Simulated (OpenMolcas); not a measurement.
Co2+ with 6 ligands (fluoride) in octahedral coordination (Oh). A charge of +0.667 e stands 2.8 Å behind each ligand. Ligand basis ANO-RCC-VDZP.

```
Program             : OpenMolcas
Method              : CASSCF
Basis               : ANO-RCC-VTZP [6s5p3d2f1g]
Scalar Hamiltonian  : DKH2, point nucleus
Active space        : 7 electrons in 5 orbitals (3d)
State averaging     : 2S+1 = 4 even, 10 roots; 2S+1 = 2 even, 40 roots
Spin-orbit coupling : state interaction with AMFI integrals over the reference wave functions
```

All ligands move together. At R = 2.02 Å |10Dq| is 6466 cm-1, and at R = 2.14 Å it is 4493 cm-1.

A third run gives 5718 cm-1. What distance was it run at?

With a power law R^-n the two known points give n = -ln(4493 / 6466) / ln(2.14 / 2.02) = 6.31. Then R = 2.02 × (6466 / 5718)^(1/6.31) = 2.060 Å. The run was at 2.06 Å, so the estimate is off by 0 Å.

An orbital triplet at a regular site is open to Jahn-Teller coupling, which can distort the site and quench the lowest spin-orbit gaps and is left out. Without dynamic correlation the repulsion within the d shell is too large (B by tens of per cent), so at a given field states of lower spin stand too high. Ligand-to-metal charge-transfer states are missing. With no ligand orbital active B as a rule stays too high, so bands that hang on it stand too high and its fall with covalency is understated. With metal d orbitals alone and no dynamic correlation the field as a rule comes out too small, by tens of per cent, by up to half for chloride and softer ligands, and with too little covalency χT stands high. No measured value stands beside these numbers; the geometry was imposed, not optimised, and the real ion may take another.
